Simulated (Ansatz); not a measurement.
# GeH2Cl− (SMILES [Cl][GeH2-]): methods side by side

GeH2Cl−: 4 atoms, total charge -1, spin state singlet. As SMILES, `[Cl][GeH2-]`. The shape comes from GFN2-xTB, which is rough for such elements, and wasn't checked as a minimum.

```csv
atom,x (Å),y (Å),z (Å)
Cl,-1.5660,0.3897,1.0144
Ge,0.0363,-0.8066,-0.1638
H,0.1519,0.3841,-1.4489
H,1.3779,0.0328,0.5983
```

Quantity: the energy change with the Cl1–Ge2 bond stretched from 2.321 to 4.642 Å, in eV. The values are calculated.

| level | kind | program | value (eV) | less FCI/STO-3G | CPU time (all runs) |
| --- | --- | --- | --- | --- | --- |
| HF/STO-3G (restricted) | Hartree–Fock | Ansatz | 2.94 | +0.09 | 0.91 s |
| SVWN5/STO-3G (restricted) | LDA | Ansatz | 3.27 | +0.42 | 3.5 s |
| PBE/STO-3G (restricted) | GGA | Ansatz | 2.96 | +0.11 | 5.7 s |
| r2SCAN/STO-3G (restricted) | meta-GGA | Ansatz | 3.10 | +0.25 | 11 s |
| B3LYP/STO-3G (restricted) | global hybrid | Ansatz | 3.11 | +0.26 | 3.7 s |
| CAM-B3LYP/STO-3G (restricted) | range-separated hybrid | Ansatz | 3.43 | +0.58 | 4.9 s |
| MP2/STO-3G (restricted) | perturbation theory | Ansatz | 2.96 | +0.11 | 0.44 s |
| CCSD/STO-3G (restricted) | coupled cluster or CI | Ansatz | 2.85 | 0.00 | 0.6 s |
| FCI/STO-3G | exact in the basis | Ansatz | 2.85 | 0.00 | 1.6 s |

FCI/STO-3G is exact within its basis and frozen core, so for wave-function methods in that basis the difference is their error; functionals converge differently with the basis, so for them it is only a difference. All-electron rows without a relativistic Hamiltonian named are non-relativistic. Sets without diffuse functions describe the anion poorly. The first shape isn't each level's own minimum. The values span 2.85 to 3.43 eV. All rows use very small basis sets, so none should be taken for the real molecule's value. In the correlated wave-function rows the outer d shell of Ge is correlated, in sets not made for it. Times are those of the runs behind each value, whatever else they computed, on shared processors of several kinds: orders of magnitude only.
